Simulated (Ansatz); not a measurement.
Program: Ansatz. Geometries: PBE0-D4/def2-TZVP. ΔE: electronic, gas phase. CCSD(T)/CBS is the MP2 limit (def2-TZVPP, def2-QZVPP) plus CCSD(T) − MP2 in def2-TZVPP, frozen cores. DFT in def2-TZVPP. B3LYP here is the variant with VWN-RPA as its local correlation; programs differ in this. For Ga, Zn outer-core shells are correlated without core-valence functions, which leaves a few kJ/mol of doubt a bond. Scalar relativity is left out up to krypton. Each species was taken in one conformer, which may not be the lowest.

Reaction (formal exchange of groups at a Zn–Ga bond): `[SiH3][Zn][GaH2]` + `O[SiH3]` → `O[SiH2][Zn][SiH3]` + `[GaH3]`

(1) Is it downhill or uphill in electronic energy at CCSD(T)/CBS, and by how much? (Best estimate.)

(2) What do these levels give: PBE0-D4, B3LYP-D4, B2PLYP, PBE, MP2/def2-QZVPP, CCSD/CBS(def2)? (An estimate is asked.)

Largest T1 diagnostic among the species: 0.014.

Answers

(1) Ansatz gave: Uphill: ΔE = +40.8 kJ/mol.

(2) Ansatz gave: PBE0-D4 33.5, B3LYP-D4 38.0, B2PLYP 39.9, PBE 31.1, MP2/def2-QZVPP 40.4, CCSD/CBS(def2) 42.4 kJ/mol.

From PBE to PBE0 (25 % exact exchange), in def2-TZVPP and without D4, ΔE moves by +3.3 kJ/mol. In def2-TZVPP, CCSD(T) changes the Hartree–Fock value by −9.0 kJ/mol (the triples alone add −1.6 kJ/mol) and MP2 by −8.5 kJ/mol.
